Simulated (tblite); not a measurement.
C₈H₁₂O.
SMILES: `C[C@@]12CC[C@@H](CC1=O)C2`

Level: GFN2-xTB in tblite, geometry and Hessian alike; calculated harmonic values, unscaled, isolated species. The method is semi-empirical: single wavenumbers can be off by several per cent or more.

Harmonic wavenumbers (cm⁻¹): 107.3, 156.7, 193.8, 257.7, 299.9, 374.3, 416.8, 495.0, 520.5, 573.7, 609.6, 738.5, 767.4, 838.2, 891.4, 895.4, 933.7, 945.0, 975.1, 994.3, 1005.9, 1029.6, 1043.1, 1047.6, 1071.0, 1118.7, 1128.4, 1176.1, 1189.5, 1201.9, 1239.9, 1248.7, 1259.3, 1270.4, 1297.5, 1307.7, 1331.1, 1408.6, 1439.8, 1484.0, 1486.0, 1488.7, 1492.5, 1509.3, 1808.1, 2975.0, 2978.8, 2992.8, 2997.3, 3001.9, 3003.5, 3004.5, 3011.7, 3013.8, 3026.8, 3036.2, 3043.7.

A = 2333, B = 1878, C = 1463 MHz; mass 124.089 u (most abundant isotopes); point group C1, symmetry number 1.

Problem. What is the zero-point energy?

Solution. Half the sum of the wavenumbers: 40077 cm⁻¹ = 479.43 kJ/mol.

Problem. Entropy at 298.15 K, 1 bar (ideal gas, RRHO, classical rotation)?

Solution. Translation 168.98, rotation 118.44, vibration 74.14: S = 361.6 J/(mol K).

Problem. And Cp and H(298.15 K) − H(0)?

Solution. Cp = 141.85 J/(mol K), of which vibrations give 108.59 (their classical limit is 57 R = 473.9); H(298.15 K) − H(0) = 23.39 kJ/mol without the zero-point energy, 13.48 from vibrations.

Problem. Blend soft modes into free rotors: weight 1/[1 + (100 cm⁻¹/ν̃)⁴] for the oscillator and the rest for a rotor with moment μB/(μ + B), μ = h/(8π²ν), B = 10⁻⁴⁴ kg m². What vibrational entropy results?

Solution. 73.15 J/(mol K) in place of 74.14, which changes −T·S at 298.15 K by +0.29 kJ/mol.

Problem. What must be added to the electronic energy to get the Gibbs energy at 298.15 K and 1 bar?

Solution. ZPE + [H(298.15 K) − H(0)] − T·S = 479.43 + 23.39 − 107.80 = 395.02 kJ/mol.

Problem. Which modes carry the vibrational entropy at 298.15 K?

Solution. 107.3 cm⁻¹: 13.88; 156.7 cm⁻¹: 10.83; 193.8 cm⁻¹: 9.17; 257.7 cm⁻¹: 7.02; 299.9 cm⁻¹: 5.93; 374.3 cm⁻¹: 4.44 J/(mol K); the other 51 give 22.87 together.

Hindered rotation and anharmonicity are outside this model. The structure is chiral; the term R ln 2 for an equal mix with its mirror image is left out.
